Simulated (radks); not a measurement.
Ionisation ladder of caesium, from Cs XLV to Cs LV. Each ion is in the ground configuration listed by NIST, and IE = E(next ion) - E(this ion), with E = 0 for the bare nucleus. All-electron calculation, Dirac Kohn-Sham, BLYP, spin-unpolarised, spherical densities, finite nucleus; open shells fill j = l - 1/2 first; Fermi nuclear charge, rms radius 4.8041 fm. Program: a radial shooting solver on a logarithmic mesh with Libxc functionals.

species    configuration  E (hartree)  IE, Delta-SCF (eV)  -e(HOMO) (eV)   HOMO  <r> HOMO (bohr)  IE, NIST (eV)    kind  error (eV)
Cs XLV          [Ne] 3s1   -5920.7816              3490.2         3449.2  3s1/2            0.263           3485  theory        +5.2
Cs XLVI             [Ne]   -5792.5189              8004.4         7885.2  2p3/2           0.0975           7989  theory       +15.4
Cs XLVII    [He] 2s2 2p5   -5498.3618              8244.3         8124.0  2p3/2           0.0968           8224  theory       +20.3
Cs XLVIII   [He] 2s2 2p4   -5195.3905              8486.0         8364.9  2p3/2           0.0960           8484  theory        +2.0
Cs XLIX     [He] 2s2 2p3   -4883.5344              8729.4         8607.5  2p3/2           0.0952           8726  theory        +3.4
Cs L        [He] 2s2 2p2   -4562.7351              9376.5         9246.7  2p1/2           0.0892           9350  theory       +26.5
Cs LI       [He] 2s2 2p1   -4218.1557              9635.9         9506.3  2p1/2           0.0885           9629  theory        +6.9
Cs LII          [He] 2s2   -3864.0417             10009.9         9905.0  2s1/2            0.106           9974  theory       +35.9
Cs LIII         [He] 2s1   -3496.1845             10211.1        10113.5  2s1/2            0.105        10208.8  theory        +2.3
Cs LIV              [He]   -3120.9336               42048          41605  1s1/2           0.0259        41861.1  theory      +186.5
Cs LV                1s1   -1575.7135               42877          42484  1s1/2           0.0258        42913.1  theory       -35.8

Reference values: NIST Atomic Spectra Database (exp. = measured, semi-emp. = semi-empirical, theory = theoretical value adopted there). The ionisation energy per charge of the ion left behind rises most, in proportion, at Cs LIV ([He]), from 192.66 to 778.66 eV. Spin polarisation and multiplet splitting are left out, so open shells lie too high by an amount that depends on their filling.

Beside tabulated values, note that spin-unpolarised runs miss the spin-polarisation part of the exchange energy of open shells.
